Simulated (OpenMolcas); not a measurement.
# neutral tungsten: from CASSCF to CASPT2

```
Program             : OpenMolcas 26.06
Basis               : ANO-RCC-VQZP [9s8p6d4f3g2h]
Scalar Hamiltonian  : DKH2, point nucleus
Active space        : 6 electrons in 6 orbitals (5d 6s)
State averaging     : 2S+1 = 5 even, 30 roots; 2S+1 = 7 even, 1 root kept (CI in the orbitals of an earlier block); 2S+1 = 3 even, 55 roots kept (CI in the orbitals of an earlier block); 2S+1 = 1 even, 30 roots kept (CI in the orbitals of an earlier block)
Spin-orbit coupling : state interaction with AMFI integrals over the reference wave functions, term energies averaged over their components
```

Methods on the same reference wave functions:
A. CASSCF
B. SS-CASPT2, IPEA 0.25 Eh, imaginary shift 0.1 Eh (closed shells correlated: 5s 5p)
C. MS-CASPT2, IPEA 0.25 Eh, imaginary shift 0.1 Eh (closed shells correlated: 5s 5p)

Energies in eV above 5d⁴ 6s² ⁵D₀, the measured ground level; measured values from NIST Handbook of Basic Atomic Spectroscopic Data.

```
             Level        A       B       C  Measured
        5d⁵ 6s ⁷S₃  -0.9542  0.1562   0.292    0.3659
       5d⁴ 6s² ⁵D₀   0.0000  0.0000  0.0000    0.0000
       5d⁴ 6s² ⁵D₁   0.1305  0.1503  0.1459    0.2071
       5d⁴ 6s² ⁵D₂   0.2906   0.326   0.332    0.4123
       5d⁴ 6s² ⁵D₃   0.4484   0.489   0.515    0.5988
       5d⁴ 6s² ⁵D₄   0.6076   0.637   0.691    0.7711
5d⁴ 6s² ³P₀ [57 %]   1.3434   1.238   1.356    1.1479
5d⁴ 6s² ³P₁ [57 %]   1.7976   1.678   1.808    1.6499
        5d⁵ 6s ⁵G₄   1.8538   2.363   2.499          
 5d⁵ 6s ⁵G₃ [59 %]   1.8690   2.376   2.506          
        5d⁵ 6s ⁵G₅   1.8788   2.443   2.577          
        5d⁵ 6s ⁵G₆   1.9165   2.483   2.616          
       5d⁴ 6s² ³F₂   2.1387   2.043   2.172          
       5d⁴ 6s² ³H₆   2.3422   2.075   2.209          
        5d⁵ 6s ⁵D₄   2.6011   2.715   2.889
```

A puts 5d⁵ 6s ⁷S₃ lowest.

Deviations, from unrounded energies. A percentage is the sum of absolute deviations over the sum of measured energies, with the sign that they share, or ± where signs differ.

| Against measurement | Levels | A | B | C |
| --- | --- | --- | --- | --- |
| mean absolute deviation (cm-1) | 7 | 2500 | 820 | 860 |
| fine structure of the ground term (%) | 4 | -25.8 | -19.5 | -15.4 |
| other terms of the ground configuration (%) | 2 | +12.3 | +4.2 | +13.1 |
| other configurations (%) | 1 | -360.8 | -57.3 | -20.3 |

B, C lie about equally close to measurement and A furthest from it. The largest miss of B in the table is 5d⁵ 6s ⁷S₃, by -1700 cm-1. The ranking rests on the paired levels alone, and a cruder setting can come out closer through cancelling errors.

Between B and C the level of the table that moves most is 5d⁵ 6s ⁵D₄, by 1400 cm-1 (lowest in B, highest in C). Moves below CASPT2's spread within the term are not significant.

The mean deviations of B to C differ by less than CASPT2's widest spread within a term (810 cm-1), so their order carries little weight.

From A to B the spin-free energies of the other terms of 5d⁴ 6s² shown, above ⁵D, scale by factors of 0.84 to 0.92, as is usual when dynamic correlation screens the repulsion within a d or f shell.

The lowest spin-free term lies below A's lowest term by 0.377 hartree in B, 0.377 hartree in C.

Term energies are means over components that CASPT2 splits; among the terms shown or strongly mixed into the levels shown the widest spread is 1800 cm-1 (5d⁴ 6s² ¹I, C). Terms from blocks run as CI alone lack orbitals of their own. Configurations are named by rounded mean occupations; where the s occupation lies near a half they are strongly mixed, a name can repeat and a true partner stay unpaired. A single d shell beside an s shell can misplace configurations of different d count against each other. The CASPT2 spread within a term exceeds the gap to the next term for 5d⁴ 6s² ³H and 5d⁴ 6s² ³F, 5d⁵ 6s ⁵D and 5d⁴ 6s² ¹I, so the order of their levels is uncertain, and so are names and mixing where such terms share a J (figures for B; the like holds for C). Without dynamic correlation excited terms often stand tens of per cent too high (terms of higher spin than the ground term too low), and those without a measured partner can miss by more than the paired ones (holds for A). The lowest computed level is not the ground level that NIST lists (5D0) (holds for A). The lowest spin-free term belongs to 5d⁵ 6s, not to the configuration of the lowest level (holds for B; C). Some terms miss by over 15 % even with CASPT2, which points to a basis or an active space too small for the shells correlated (holds for B; C). Computed and measured levels are paired by configuration, term and J; levels that our copy of the source lacks, or whose pairing is in doubt (as where it misses far off the trend of its configuration), stay unpaired and out of the deviations. Only configurations of the active space appear. Levels that lie high or do not pair safely by name in every column are left out.

A share in square brackets marks a mixed level and gives the weight of the term that names it, the lowest over the columns.
